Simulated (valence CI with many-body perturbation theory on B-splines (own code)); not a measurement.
## Ta²⁺: electric-dipole lines

Level of theory: valence CI with perturbative core correlation (CI+MBPT): three valence electrons over a frozen Dirac-Fock core [Xe] 4f14, a basis of 7 s, 7 p, 8 d, 6 f, 4 g, 1 h functions for each j, with the one-electron correlation potential Σ1 (screened to all orders), the two-electron term Σ2, the three-electron term Σ3, Breit, model QED; selected single and double excitations, second order for the rest, scaled by the run's own slope (own B-spline code, finite nucleus).

No measured spectrum was set against this ion. As an estimate, terms of the open shell hold to 2 to 4 % of their energy, and close levels can change places; different configurations can be misplaced against each other by 1,000 to 8,000 cm⁻¹.

Lines 51 to 100 of 567 in falling wavelength, among levels below 16.730 eV, chosen from the strongest by gf and those to the six lowest levels. Wavelengths and rates use the calculated energies, so an error of 2000 cm⁻¹ moves a line at 6950 Å by 14 % and its rate by three times that or more. Electric multipoles are in the length gauge, E1 and E2 with the static RPA response of the core. Weak lines are less certain than strong ones. Lines between different terms over intervals too small for the method are left out, as are lines whose strength nearly cancels. Where a level lies close to another of its J and parity, the split of strength between their lines is uncertain. The highest levels of a list are the least certain.

Names give the largest LS component (configuration and term), which can be under half, so a name can repeat, a term be missing and a line seem to break the LS rules; names also repeat where a configuration has a term twice. Letters in brackets count levels of one name in rising energy.

```csv
λ vac (Å),Upper,Lower,A (s⁻¹),S (a.u.)
6950,5d²7p ²G°_7/2,5d²7s ²F_5/2,2.46e+07,3.26e+01
6897,5d²7p ⁴G°_5/2,5d²7s ⁴F_3/2,3.66e+07,3.55e+01
6862,5d²7p ²F°_5/2,5d²7s ²D_5/2,1.19e+07,1.14e+01
6851,5d²7p ²F°_5/2,5d²7s ²D_3/2,2.24e+07,2.13e+01
6832,5d²7p ⁴F°_3/2,5d²7s ⁴F_5/2,4.18e+07,2.63e+01
6802,5d²7p ⁴F°_5/2 [b],5d²7s ⁴F_7/2,3.87e+07,3.61e+01
6800,5d²7p ²P°_3/2,5d²7s ²D_5/2,3.91e+07,2.43e+01
6756,5d²7p ²G°_7/2,5d²7s ⁴F_7/2,3.62e+07,4.41e+01
6582,5d²7p ⁴F°_9/2,5d²7s ⁴F_9/2,4.39e+07,6.18e+01
6565,5d²7p ⁴F°_3/2,5d²7s ⁴F_3/2,2.40e+07,1.34e+01
6536,5d²7p ⁴D°_7/2,5d²7s ⁴F_9/2,3.90e+07,4.31e+01
6442,5d²5f ⁴G°_7/2 [a],5d²6d ⁴D_7/2 [a],7.90e+06,8.34e+00
6411,5d²5f ²F°_5/2,5d²6d ²D_3/2 [a],1.88e+07,1.47e+01
6345,5d²5f ⁴G°_7/2 [a],5d²6d ⁴F_5/2 [a],1.94e+07,1.96e+01
6265,5d²5f ⁴G°_7/2 [b],5d²7s ²D_5/2,8.60e+06,8.35e+00
6219,5d²5f ⁴G°_5/2,5d²6d ⁴F_3/2 [a],3.54e+07,2.52e+01
6209,5d²5f ⁴G°_7/2 [b],5d²6d ⁴D_7/2 [a],1.80e+07,1.70e+01
6196,5d²5f ⁴H°_9/2,5d²6d ⁴H_9/2,6.89e+06,8.09e+00
6172,5d²7p ²F°_5/2,5d²7s ²F_7/2,2.03e+07,1.41e+01
6162,5d²7p ⁴G°_9/2,5d²6d ⁴G_7/2,1.77e+07,2.05e+01
6148,5d²7p ²D°_5/2,5d²6d ⁴F_5/2 [a],1.28e+07,8.81e+00
6127,5d²5f ⁴I°_11/2,5d²6d ⁴H_9/2,9.11e+07,1.24e+02
6123,5d²5f ⁴F°_3/2 [a],5d²6d ⁴F_3/2 [a],1.82e+07,8.26e+00
6119,5d²5f ⁴G°_7/2 [b],5d²6d ⁴F_5/2 [a],1.33e+07,1.20e+01
6094,5d²5f ⁴H°_9/2,5d²6d ⁴G_7/2,4.31e+07,4.81e+01
6089,5d²7p ²F°_7/2,5d²7s ²F_7/2,4.91e+07,4.37e+01
6089,5d²5f ⁴I°_13/2,5d²6d ⁴H_11/2,9.24e+07,1.44e+02
6087,5d²5f ²I°_11/2,5d²6d ²H_9/2 [a],8.59e+07,1.15e+02
6078,5d²5f ⁴F°_7/2,5d²6d ²F_5/2 [a],4.08e+07,3.62e+01
6043,5d²7p ⁴G°_11/2,5d²6d ⁴G_9/2,1.77e+07,2.31e+01
6036,5d²5f ⁴H°_11/2,5d²6d ⁴H_11/2,1.45e+07,1.89e+01
6032,5d²5f ⁴G°_9/2,5d²6d ⁴D_7/2 [a],5.55e+07,6.01e+01
6012,5d²5f ²G°_9/2,5d²6d ⁴G_9/2,2.28e+07,2.44e+01
5991,5d²5f ⁴D°_1/2,5d²6d ²P_1/2 [a],3.81e+07,8.08e+00
5964,5d²7p ²F°_7/2,5d²6d ⁴D_5/2,1.93e+07,1.61e+01
5957,5d²5f ⁴G°_9/2,5d²6d ²H_9/2 [a],1.59e+07,1.66e+01
5945,5d²5f ⁴F°_7/2,5d²7s ²F_5/2,2.26e+07,1.88e+01
5937,5d²7p ⁴F°_7/2,5d²6d ²F_5/2 [a],1.93e+07,1.59e+01
5905,5d²7p ²G°_9/2,5d²7s ²F_7/2,4.85e+07,4.93e+01
5892,5d²5f ⁴D°_3/2,5d²6d ⁴P_1/2 [a],2.93e+07,1.18e+01
5880,5d²5f ⁴G°_7/2 [a],5d²7s ²F_7/2,1.46e+07,1.17e+01
5879,5d²5f ⁴H°_11/2,5d²6d ⁴G_9/2,4.98e+07,5.99e+01
5876,5d²5f ⁴H°_7/2,5d²6d ⁴H_7/2,1.68e+07,1.35e+01
5873,5d²7p ⁴F°_5/2 [a],5d²7s ⁴F_5/2,5.88e+07,3.53e+01
5859,5d²7p ⁴D°_5/2,5d²7s ²F_5/2,6.49e+07,3.86e+01
5848,5d²5f ⁴F°_5/2,5d²6d ⁴F_5/2 [a],2.11e+07,1.25e+01
5835,5d²5f ⁴F°_3/2 [b],5d²6d ⁴F_5/2 [a],2.96e+07,1.16e+01
5829,5d²7p ²D°_3/2,5d²7s ²F_5/2,5.46e+07,2.13e+01
5822,5d²5f ⁴D°_5/2,5d²6d ⁴D_3/2,6.37e+07,3.72e+01
5817,5d²7p ⁴D°_3/2,5d²7s ⁴F_5/2,2.93e+07,1.14e+01
```
